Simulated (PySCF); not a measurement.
Continuum solvent and chemical shifts

Atom-mapped SMILES (the numbers label the heavy atoms): `[AlH3-:1][P@+:2]12[CH2:3][CH2:4][C@H:5]([CH2:6][CH2:7]1)[CH2:8]2`. Hydrogens are named by the atom that carries them. Ha(C6), Ha(C7) are cis to C4 on the ring; Ha(C3), Ha(C4) are cis to C6 on the ring; Hb(C6), Hb(C7) are trans to C4 on the ring; Hb(C3), Hb(C4) are trans to C6 on the ring.

GIAO PBE0/pcSseg-1 in PySCF 2.14.0 with density-fitted response routines on one PBE0-D3(BJ)/def2-SVP conformer, non-relativistic, equivalent nuclei averaged. Solvents enter as an IEF-PCM continuum (benzene with ε = 2.3, chloroform with ε = 4.7) around the gas-phase geometry. Shifts are referred to AlH4-, TMS computed in the same medium.

Gas phase, δ in ppm: Al1 25.0, C5 41.4, C8 33.9, C4/C6 32.0, C3/C7 23.5, H(Al1) 3.78, H(C5) 2.43, Hb(C3)/Hb(C7) 1.65, Hb(C4)/Hb(C6) 1.62, Ha(C4)/Ha(C6) 1.50, H(C8) 1.34, Ha(C3)/Ha(C7) 1.29. Dipole moment 6.39 D.

(1) How does each δ change in the continuum?

(2) Which of the listed nuclei move most (in ppm), and what does the model miss?

Answers

(1) 
```tsv
atoms	environment	Δδ, benzene	Δδ, chloroform
Al1	aluminium bonded to P, 3 H	-6.0	-8.2
C5	sp3 CH in a ring	+0.5	+0.8
C8	sp3 CH2 bonded to P	+0.3	+0.6
C4/C6	sp3 CH2 in a ring	+0.3	+0.5
C3/C7	sp3 CH2 bonded to P	+0.3	+0.5
H(Al1)	hydrogen on an aluminium bonded to P	-0.22	-0.34
H(C5)	hydrogen on an sp3 CH in a ring	+0.07	+0.11
Hb(C3)/Hb(C7)	hydrogen on an sp3 CH2 bonded to P	+0.03	+0.04
Hb(C4)/Hb(C6)	hydrogen on an sp3 CH2 in a ring	+0.05	+0.07
Ha(C4)/Ha(C6)	hydrogen on an sp3 CH2 in a ring	+0.06	+0.10
H(C8)	hydrogen on an sp3 CH2 bonded to P	+0.10	+0.15
Ha(C3)/Ha(C7)	hydrogen on an sp3 CH2 bonded to P	+0.10	+0.16
```

Changes are relative to the gas phase. The dipole moment becomes 7.18 D in benzene, 7.60 D in chloroform.

(2) Al1 (aluminium bonded to P, 3 H, -8.2 ppm) in chloroform. A continuum only polarises the solute; specific hydrogen bonds, the anisotropy of aromatic solvents and changes of geometry or conformer are outside it.
